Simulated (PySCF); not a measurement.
## State search for GaSe

Unrestricted PBE0; Ga x2c-TZVPPall, Se x2c-TZVPPall; spin-free X2C with a Gaussian nucleus (PySCF 2.14). Outer shells of the fragments: Ga 3d10 4s2 4p1; Se 3d10 4s2 4p4.

Followed along the bond (rough minima from three points):

| 2Ms+1 | unpaired | ⟨S²⟩ at the start | R at minimum (Å) | Te (eV) |
| --- | --- | --- | --- | --- |
| 2 | σ ↑ | 0.76 | 2.20 | 0.00 |
| 2 | π ↑ | 0.75 | 2.45 | 0.18 |
| 4 | σ ↑, π ↑↑ | 3.76 | 2.47 | 2.84 |

Solutions found at the starting distance of 2.320 Å, counted from the lowest of them; the search is not exhaustive and high or unbound solutions are not listed, so other states can lie among these:

| 2Ms+1 | unpaired | term | E (eV) | ⟨S²⟩ | ⟨Lz²⟩ | μ (D) |
| --- | --- | --- | --- | --- | --- | --- |
| 2 | σ ↑ | ²Σ⁺ | 0.00 | 0.76 | 0.00 | -3.40 |
| 2 | π ↑ | ²Π | 0.15 | 0.75 | 1.01 | -1.17 |
| 4 | σ ↑, π ↑↑ | mixed | 2.79 | 3.76 | 2.01 | 0.08 |
| 4 | σ ↑, π ↑↑ | mixed | 3.01 | 3.76 | 2.01 | 0.05 |
| 2 | σ ↑, π ↑↓ | mixed | 3.20 | 1.76 | 2.01 | -0.09 |
| 4 | π ↑↑↑ | ⁴Π | 4.21 | 3.76 | 1.01 | 3.73 |
| 4 | σ ↑↑, π ↑ | ⁴Π | 5.33 | 3.75 | 1.01 | 0.55 |
| 4 | σ ↑↑, π ↑ | ⁴Π | 6.21 | 3.77 | 1.00 | -1.94 |
| 4 | σ ↑↑↑ | ⁴Σ⁺ | 8.90 | 3.79 | 0.00 | -1.21 |

A term symbol is given only where ⟨S²⟩ and ⟨Lz²⟩ are close to those of a pure state; real π, δ and φ orbitals otherwise mix terms. A positive dipole means Ga(−)Se(+).

Spin–orbit coupling is left out. Counting both spins, an empty level lies below a filled one in some of these solutions, because spin and occupation are held.
